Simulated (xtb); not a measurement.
CH3AlF2 (SMILES [CH3][Al]([F])[F]), singlet, at a GFN2-xTB geometry (such geometries of metal compounds can be far from the true shape). Base run: GFN2-xTB (xtb).

Input for xtb:
```
$ xtb mol.xyz --gfn 2 --json

# file mol.xyz
7

Al     0.05180306     0.04011766     0.00222470
C     -1.50805595    -1.16573156    -0.06233932
H     -1.30669362    -2.03874718    -0.68318980
H     -2.37664668    -0.64890162    -0.46820696
H     -1.76055472    -1.53755322     0.93063349
F      0.01100760     1.60162551    -0.52911869
F      1.52441362    -0.41295198     0.59199405
```

Each row names what was changed in the base input (with any setting that the change needs).

```csv
change,ΔE vs base (kcal/mol),HOMO-LUMO gap (eV),dipole (D),G_solv (kcal/mol),SCF cycles
base,0.000,4.76,3.47,-,13
gbsa = thf,-4.56,4.63,4.06,-5.42,12
alpb = cs2,[?],[?],[?],[?],12
etemp = 5000,-0.170,4.76,3.49,-,13
etemp = 3000,-0.002,4.76,3.47,-,13
acc = 1000,0.118,4.72,3.52,-,6
alpb = dmso,-5.01,4.63,4.04,-5.81,12
```

### Question
What belongs in the gaps?

### Answer

- alpb = cs2, ΔE vs base (kcal/mol): -3.64
- alpb = cs2, HOMO-LUMO gap (eV): 4.69
- alpb = cs2, dipole (D): 3.76
- alpb = cs2, G_solv (kcal/mol): -3.85

ALPB and GBSA are two models with their own fitted parameters for each solvent, which aren't always the measured dielectric constant.
